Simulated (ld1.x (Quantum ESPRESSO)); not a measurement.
## Transferability test, TM potential for magnesium (Mg)

- Element: Mg (Z = 12)
- Generator: ld1.x (Quantum ESPRESSO) 7.5
- Type: norm-conserving Troullier–Martins (Kleinman–Bylander form)
- Functional: PBE
- Relativity: scalar-relativistic
- Frozen core: [He]
- Valence charge: 10
- Reference configuration: 2s2 2p6 3s1.75 3p0.25
- Partial waves: 2s (bound): rc 0.30 bohr; 2p (bound): rc 1.30 bohr
- Local potential: all-electron potential smoothed inside 0.75 bohr (lloc = -2)
- Core correction: none

Occupied shells without a wave of their own: 3p, 3s. They enter only through the test configuration that unscreens the potential.

Energies are relative to the spin-unpolarised reference configuration 2s2 2p6 3s1.75 3p0.25; without spin polarisation the order of configurations can differ from experiment.

```
valence configuration  charge  ΔE all-electron (eV)  error AE − PS (meV)
      2s2 2p6 3s2 3p0       0                -0.851                 +0.4
      2s2 2p6 3s0 3p0      +2                22.135                 +140
      2s2 2p5 3s2 3p0      +1                57.691                 +280
      2s2 2p6 3s0 3p2       0                 6.332                  -22
      2s1 2p6 3s2 3p0      +1                90.620                 -236
```

Task: What are ΔE and the potential's error for 2s2 2p6 3s1 3p0?

Result: ΔE = 7.109 eV all-electron; the error (AE − PS) is +52 meV.

Task: What are ΔE and the potential's error for 2s2 2p6 3s1.5 3p0?

Result: ΔE = 2.293 eV all-electron; the error (AE − PS) is +23 meV.

Levels in the configuration 2s2 2p6 3s0 3p0:

```
level  all-electron (eV)  pseudo (eV)
   2s            -99.968      -99.868
   2p            -66.705      -66.611
```

The 3p, 3s levels have no wave, so the channel is fitted at the deeper level alone: the likely source of the large errors.

A Bessel basis up to 400 Ry misses an occupied level by 0.88 Ry, so cutoffs and ghosts were not judged.
